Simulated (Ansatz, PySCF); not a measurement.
Gas-phase reaction in SMILES: N[SiH](N)N → [NH-][SiH](N)N + H+
Geometries: B3LYP-D3(BJ)/def2-TZVP minima from Ansatz (a program for electronic structure), one conformer each, not searched for the lowest.
Geometry of the first species:
```
Si
N 1 1.7144
H 2 1.0068 1 120.49
H 2 1.0068 3 112.22 1 151.22
N 1 1.7197 2 104.06 3 -170.43
H 5 1.0073 1 120.48 2 -158.39
H 5 1.0081 6 111.59 1 152.24
N 1 1.7197 2 104.06 3 -40.71
H 8 1.0073 1 120.48 2 158.39
H 8 1.0081 9 111.59 1 -152.24
H 1 1.4848 2 119.94 3 74.43
```

Quantity: gas-phase deprotonation energy (enthalpy at 298 K, with B3LYP-D3(BJ) rigid-rotor harmonic-oscillator terms from PySCF), in eV. Cores are frozen in the correlated levels unless marked. No spin-orbit coupling. Non-relativistic. Anions need diffuse functions: aug- sets have them; def2-D sets add few; the other sets have none. CBS(X,Y): correlation extrapolated as X^-3; Hartree-Fock from the larger set.

```tsv
level	program	gas-phase deprotonation energy (eV)
BLYP-D3(BJ)/def2-TZVPD	Ansatz + dftd3	16.34
B3LYP-D3(BJ)/def2-TZVPD	Ansatz + dftd3	16.55
```

Predict the CCSD(T)/CBS(aug-cc-pV(T+d)Z,aug-cc-pV(Q+d)Z) result (Ansatz).

16.50 eV
